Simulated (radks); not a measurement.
Results of a calculation; reference values are marked as such.
Ionisation of the lutetium ion Lu3+, [Xe] 4f14, to [Xe] 4f13 as the strength of local exchange is varied. Level of theory: scalar-relativistic Kohn-Sham, Slater X-alpha exchange (alpha = 2/3 is LDA exchange), no correlation, spin-polarised, spherical densities, finite nucleus; Fermi nuclear charge, rms radius 5.37 fm (a radial shooting solver on a logarithmic mesh with Libxc functionals).

alpha  E(Lu3+) (hartree)  exchange (hartree)  IE (eV)  -e of the level emptied (eV)  <r> of it (bohr)
0.617        -14522.7939           -261.8670   43.277                   33.189 (4f)            0.7246
0.638        -14531.7502           -270.9620   43.990                   33.844 (4f)            0.7218
0.667        -14544.1283           -283.5412   44.984                   34.760 (4f)            0.7181
0.694        -14555.6631           -295.2732   45.920                   35.624 (4f)            0.7146
0.807        -14604.0460           -344.5859   49.948                   39.361 (4f)            0.7010
0.848        -14621.6438           -362.5626   51.452                   40.763 (4f)            0.6963
0.951        -14665.9535           -407.9216   55.329                   44.392 (4f)            0.6849
1.013        -14692.6947           -435.3614   57.729                   46.649 (4f)            0.6784

NIST Atomic Spectra Database: 45.25 eV (semi-empirical). The Delta-SCF value meets it near alpha = 0.67. Open shells are spherical and high-spin; term and fine-structure splittings are not resolved. Spin-orbit splitting is averaged out at the scalar-relativistic level.
